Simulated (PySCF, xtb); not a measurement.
TaOCl2, SMILES [Ta+]([Cl])([Cl])=[O], charge +1, multiplicity 1.

xtb with GFN2-xTB at its own geometry gives an orbital gap of 2.04 eV.

Geometry: B3LYP-D3(BJ)/def2-SVP. The multiplicity is an assumed one; other spin states were not compared. The isomer is the one that the SMILES or the coordinates give; other isomers of the formula were not compared. The def2 effective core potentials stand for the cores of Ta; spin–orbit coupling is left out.

Question: What does CAM-B3LYP/def2-TZVPD (PySCF) give? (The exact figures need the calculation; the answer reports its results.)

Answer: gap 7.22 eV (levels -16.26 and -9.04 eV).
